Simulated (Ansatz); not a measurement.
# Molecular dynamics of FGe2H5

Input:

```yaml
crystal:
  periodic: [false, false, false]
  atoms:
    - { symbol: Ge, position_ang: [-0.017336, 0.038646, -0.059761] }
    - { symbol: F, position_ang: [0.583113, -0.29139, 1.561601] }
    - { symbol: H, position_ang: [1.226538, 0.402833, -0.901432] }
    - { symbol: H, position_ang: [-0.951803, 1.261256, 0.07958] }
    - { symbol: Ge, position_ang: [-1.156101, -1.988128, -0.811331] }
    - { symbol: H, position_ang: [-2.323741, -2.320629, 0.137914] }
    - { symbol: H, position_ang: [-1.713808, -1.768103, -2.234698] }
    - { symbol: H, position_ang: [-0.168463, -3.170784, -0.838274] }
basis:
  gaussian: { orbitals: def2-SVP }
hamiltonian:
  xc: b3lyp
md:
  timestep: 0.5
  n_steps: 150
  ensemble: nvt_langevin
  temperature: 300.0
  initial_velocities: maxwell_boltzmann
  seed: 871617
  friction: 0.05
```

Run as:

```bash
$ ansatz run input.yaml --threads 2 --pin off --max-ram 3072MiB --backend cpu --events-out ev --progress --plain --runs-dir out
```

It starts from a relaxed structure.

Output, in part (one step line in 3, the closing report, with atoms numbered from 0):

```
md step     0: t =     0.00 fs  T =   262.5 K  F+E_penalty+E_count = -115821.79962584 eV  E_kin = 0.271446 eV  (25 SCF iters)
md step     3: t =     1.50 fs  T =   215.2 K  F+E_penalty+E_count = -115821.77581089 eV  E_kin = 0.222528 eV  (26 SCF iters)
md step     6: t =     3.00 fs  T =   169.6 K  F+E_penalty+E_count = -115821.73467119 eV  E_kin = 0.175352 eV  (22 SCF iters)
md step     9: t =     4.50 fs  T =   162.8 K  F+E_penalty+E_count = -115821.71132462 eV  E_kin = 0.168337 eV  (21 SCF iters)
md step    12: t =     6.00 fs  T =   167.4 K  F+E_penalty+E_count = -115821.71338163 eV  E_kin = 0.173088 eV  (23 SCF iters)
md step    15: t =     7.50 fs  T =   166.2 K  F+E_penalty+E_count = -115821.73073709 eV  E_kin = 0.171824 eV  (25 SCF iters)
md step    18: t =     9.00 fs  T =   202.3 K  F+E_penalty+E_count = -115821.73579276 eV  E_kin = 0.209167 eV  (26 SCF iters)
md step    21: t =    10.50 fs  T =   313.8 K  F+E_penalty+E_count = -115821.70004400 eV  E_kin = 0.324538 eV  (26 SCF iters)
md step    24: t =    12.00 fs  T =   309.3 K  F+E_penalty+E_count = -115821.61696126 eV  E_kin = 0.319835 eV  (25 SCF iters)
md step    27: t =    13.50 fs  T =   356.6 K  F+E_penalty+E_count = -115821.57766449 eV  E_kin = 0.368711 eV  (26 SCF iters)
md step    30: t =    15.00 fs  T =   353.0 K  F+E_penalty+E_count = -115821.60606867 eV  E_kin = 0.364999 eV  (26 SCF iters)
md step    33: t =    16.50 fs  T =   339.6 K  F+E_penalty+E_count = -115821.63604866 eV  E_kin = 0.351199 eV  (25 SCF iters)
md step    36: t =    18.00 fs  T =   334.5 K  F+E_penalty+E_count = -115821.63751188 eV  E_kin = 0.345917 eV  (26 SCF iters)
md step    39: t =    19.50 fs  T =   287.0 K  F+E_penalty+E_count = -115821.62643799 eV  E_kin = 0.296829 eV  (25 SCF iters)
md step    42: t =    21.00 fs  T =   234.3 K  F+E_penalty+E_count = -115821.60525823 eV  E_kin = 0.242265 eV  (26 SCF iters)
md step    45: t =    22.50 fs  T =   218.5 K  F+E_penalty+E_count = -115821.59223498 eV  E_kin = 0.225922 eV  (25 SCF iters)
md step    48: t =    24.00 fs  T =   180.3 K  F+E_penalty+E_count = -115821.60308238 eV  E_kin = 0.186410 eV  (26 SCF iters)
md step    51: t =    25.50 fs  T =   202.8 K  F+E_penalty+E_count = -115821.61236443 eV  E_kin = 0.209698 eV  (25 SCF iters)
md step    54: t =    27.00 fs  T =   280.3 K  F+E_penalty+E_count = -115821.60197840 eV  E_kin = 0.289868 eV  (26 SCF iters)
md step    57: t =    28.50 fs  T =   248.3 K  F+E_penalty+E_count = -115821.56688445 eV  E_kin = 0.256786 eV  (26 SCF iters)
md step    60: t =    30.00 fs  T =   288.8 K  F+E_penalty+E_count = -115821.55675301 eV  E_kin = 0.298643 eV  (26 SCF iters)
md step    63: t =    31.50 fs  T =   259.4 K  F+E_penalty+E_count = -115821.55561503 eV  E_kin = 0.268236 eV  (26 SCF iters)
md step    66: t =    33.00 fs  T =   307.4 K  F+E_penalty+E_count = -115821.56688607 eV  E_kin = 0.317920 eV  (26 SCF iters)
md step    69: t =    34.50 fs  T =   330.9 K  F+E_penalty+E_count = -115821.60223621 eV  E_kin = 0.342220 eV  (24 SCF iters)
md step    72: t =    36.00 fs  T =   372.6 K  F+E_penalty+E_count = -115821.64551520 eV  E_kin = 0.385304 eV  (25 SCF iters)
md step    75: t =    37.50 fs  T =   306.7 K  F+E_penalty+E_count = -115821.63342572 eV  E_kin = 0.317168 eV  (24 SCF iters)
md step    78: t =    39.00 fs  T =   252.2 K  F+E_penalty+E_count = -115821.61675155 eV  E_kin = 0.260744 eV  (25 SCF iters)
md step    81: t =    40.50 fs  T =   285.0 K  F+E_penalty+E_count = -115821.62344084 eV  E_kin = 0.294747 eV  (26 SCF iters)
md step    84: t =    42.00 fs  T =   241.6 K  F+E_penalty+E_count = -115821.61659462 eV  E_kin = 0.249855 eV  (25 SCF iters)
md step    87: t =    43.50 fs  T =   233.3 K  F+E_penalty+E_count = -115821.62522514 eV  E_kin = 0.241301 eV  (26 SCF iters)
md step    90: t =    45.00 fs  T =   278.3 K  F+E_penalty+E_count = -115821.64584557 eV  E_kin = 0.287746 eV  (26 SCF iters)
md step    93: t =    46.50 fs  T =   253.4 K  F+E_penalty+E_count = -115821.65102332 eV  E_kin = 0.262087 eV  (26 SCF iters)
md step    96: t =    48.00 fs  T =   254.9 K  F+E_penalty+E_count = -115821.61323170 eV  E_kin = 0.263585 eV  (26 SCF iters)
md step    99: t =    49.50 fs  T =   226.5 K  F+E_penalty+E_count = -115821.55010408 eV  E_kin = 0.234196 eV  (26 SCF iters)
md step   102: t =    51.00 fs  T =   200.6 K  F+E_penalty+E_count = -115821.54121058 eV  E_kin = 0.207406 eV  (25 SCF iters)
md step   105: t =    52.50 fs  T =   270.4 K  F+E_penalty+E_count = -115821.57837733 eV  E_kin = 0.279606 eV  (26 SCF iters)
md step   108: t =    54.00 fs  T =   267.0 K  F+E_penalty+E_count = -115821.61615137 eV  E_kin = 0.276097 eV  (26 SCF iters)
md step   111: t =    55.50 fs  T =   270.6 K  F+E_penalty+E_count = -115821.61273833 eV  E_kin = 0.279825 eV  (24 SCF iters)
md step   114: t =    57.00 fs  T =   271.1 K  F+E_penalty+E_count = -115821.56599602 eV  E_kin = 0.280340 eV  (26 SCF iters)
md step   117: t =    58.50 fs  T =   223.5 K  F+E_penalty+E_count = -115821.51461941 eV  E_kin = 0.231077 eV  (25 SCF iters)
md step   120: t =    60.00 fs  T =   243.1 K  F+E_penalty+E_count = -115821.49661070 eV  E_kin = 0.251407 eV  (25 SCF iters)
md step   123: t =    61.50 fs  T =   281.1 K  F+E_penalty+E_count = -115821.54438620 eV  E_kin = 0.290657 eV  (25 SCF iters)
md step   126: t =    63.00 fs  T =   341.1 K  F+E_penalty+E_count = -115821.58581495 eV  E_kin = 0.352743 eV  (25 SCF iters)
md step   129: t =    64.50 fs  T =   345.8 K  F+E_penalty+E_count = -115821.56212478 eV  E_kin = 0.357542 eV  (25 SCF iters)
md step   132: t =    66.00 fs  T =   296.5 K  F+E_penalty+E_count = -115821.52562649 eV  E_kin = 0.306572 eV  (26 SCF iters)
md step   135: t =    67.50 fs  T =   296.0 K  F+E_penalty+E_count = -115821.56349591 eV  E_kin = 0.306038 eV  (26 SCF iters)
md step   138: t =    69.00 fs  T =   373.2 K  F+E_penalty+E_count = -115821.66351680 eV  E_kin = 0.385919 eV  (25 SCF iters)
md step   141: t =    70.50 fs  T =   466.1 K  F+E_penalty+E_count = -115821.69511330 eV  E_kin = 0.481986 eV  (26 SCF iters)
md step   144: t =    72.00 fs  T =   360.4 K  F+E_penalty+E_count = -115821.60843843 eV  E_kin = 0.372645 eV  (25 SCF iters)
md step   147: t =    73.50 fs  T =   311.0 K  F+E_penalty+E_count = -115821.54883647 eV  E_kin = 0.321632 eV  (25 SCF iters)
md step   150: t =    75.00 fs  T =   343.8 K  F+E_penalty+E_count = -115821.60534809 eV  E_kin = 0.355492 eV  (25 SCF iters)
Total energy: -115821.60560566 eV, -4256.3654993039 hartree
Atom 0 at    -0.015730    -0.086730     0.026529 Å, force    -1.412351    -0.262968     0.752201 eV/Å
Atom 1 at     0.474765    -0.242528     1.700375 Å, force     0.005359    -0.036211     0.255205 eV/Å
Atom 2 at     1.222402     0.233540    -0.679461 Å, force     1.281672     0.480951    -0.851903 eV/Å
Atom 3 at    -1.115135     0.990483    -0.001968 Å, force     0.151762     0.321283     0.000915 eV/Å
Atom 4 at    -1.089762    -2.107269    -0.710500 Å, force     1.203162    -0.942813     0.709547 eV/Å
Atom 5 at    -2.387963    -2.339201     0.012489 Å, force    -0.708666     0.067101     0.096860 eV/Å
Atom 6 at    -1.196368    -1.983548    -2.213291 Å, force    -0.206951    -0.146541    -0.527422 eV/Å
Atom 7 at    -0.198878    -3.351096    -0.271172 Å, force    -0.313986     0.519199    -0.435403 eV/Å
Dipole moment:    -0.137355     0.020731    -0.447883 e Å
```

The run went to its last step. A run of 0.075 ps of so small a system gives no equilibrium averages.

The same pairs are bonded in the first frame and the last. Pairs count as bonded within 1.25 times the sum of covalent radii (0.12 Å more for H–H).

Last frame:

```xyz
8
Properties=species:S:1:pos:R:3
Ge -0.016 -0.087 0.026
F 0.475 -0.242 1.700
H 1.222 0.234 -0.679
H -1.115 0.991 -0.002
Ge -1.090 -2.107 -0.711
H -2.388 -2.339 0.013
H -1.196 -1.984 -2.213
H -0.199 -3.351 -0.271
```

Run time: 5.1 min on 2 threads of Arm Neoverse V2 (shared host), peak memory 0.24 GiB.
